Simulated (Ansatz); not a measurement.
Consider the substitution at a C–B bond: `N#CB(F)F` + CH₃OH → `COC#N` + `FBF`.

Program: Ansatz. Geometries: PBE0-D4/def2-TZVP. ΔE: electronic, gas phase. CBS: MP2 limit from def2 TZ/QZ plus the TZ coupled-cluster correction, frozen cores. This one scheme is used for every species. DFT in def2-TZVPP. B3LYP here is the variant with VWN-RPA as its local correlation; programs differ in this.

`N#CB(F)F`:

```xyz
5

N     1.430   -1.397    0.662
C     0.650   -0.635    0.301
B    -0.398    0.389   -0.184
F    -0.040    1.361   -0.980
F    -1.641    0.282    0.201
```

CH₃OH:

```xyz
6

C    -0.217    0.275   -0.066
O     0.144   -1.018    0.362
H    -1.292    0.374    0.088
H    -0.008    0.436   -1.131
H     0.284    1.062    0.512
H     1.089   -1.129    0.234
```

`COC#N`:

```xyz
7

C     0.293    0.687    0.395
O    -0.540    0.183   -0.670
C    -0.578   -1.094   -0.769
N    -0.635   -2.241   -0.885
H    -0.077    0.326    1.354
H     1.324    0.370    0.238
H     0.213    1.769    0.337
```

`FBF`:

Z-matrix (Å, degrees):
```
B
F 1 1.313
F 1 1.313 2 118.1
H 1 1.191 2 121.0 3 180.0
```

| level | ΔE (eV) |
| --- | --- |
| revPBE-D4 | 0.86 |
| ωB97X-V | 0.88 |
| B3LYP | 0.89 |
| HF/def2-SVP | 0.87 |

Q: What does CCSD(T)/CBS give? (Estimate.)

A: Ansatz gave: +1.02 eV. The listed levels differ from it by -0.16, -0.14, -0.13, -0.15 eV.

Q: What do rigid-rotor, harmonic-oscillator terms from PBE0-D4/def2-TZVP frequencies (298.15 K, 1 bar) make of the CCSD(T)/CBS value? (Estimate.)

A: Computed: ΔZPE = -0.02 eV, ΔH = +0.98 eV, ΔS = -2 J/(mol·K), ΔG = +0.99 eV.

Largest T1 diagnostic among the species: 0.014.

In def2-TZVPP, CCSD(T) changes the Hartree–Fock value by +0.09 eV (the triples alone add −0.01 eV) and MP2 by +0.10 eV. Leaving LDA and LC-ωPBE aside and taking each functional with its dispersion term where it has one, the values, not all of them listed here, spread over 0.11 eV, from PBE-D4 to ωB97M-V. LDA lies −0.07 eV from PBE without D4. At CCSD(T), def2-SVP lies −0.10 eV from the extrapolated value and def2-TZVPP −0.03 eV.
